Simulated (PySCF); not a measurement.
## SnN: from constants to spectrum

ROHF-CCSD(T) constants of SnN, ²Π (doublet), unpaired electrons π ↑ (Sn def2-TZVPPD with ECP28, N def2-TZVPPD; scalar-relativistic core potentials (PySCF 2.14); masses 119.9022 and 14.0031 u):

- ωe: 682.7 cm⁻¹
- ωexe: 4.42 cm⁻¹
- Be: 0.34676 cm⁻¹
- αe: 0.00263 cm⁻¹
- De to Sn + N: 2.54 eV

Question: What force constant and bond length do these constants imply?

Answer: Reduced mass μred = 12.539 u; k = 5.8918×10⁻⁷·μred·ωe² (u, cm⁻¹, mdyn/Å) = 3.44 mdyn/Å; Re = √(16.8576/(μred·Be)) (u, cm⁻¹, Å) = 1.969 Å.

Question: Estimate the centrifugal constant D from the Kratzer relation and find the Dunham coefficient a1.

Answer: D = 4Be³/ωe² = 3.58e-07 cm⁻¹; a1 = −1 − αeωe/(6Be²) = -3.49.

Correlated steps freeze 5 core orbitals. These are scalar-relativistic numbers at best; spin–orbit coupling would shift them, the dissociation energy most. The state was picked by a PBE0 search and need not be the measured ground state.
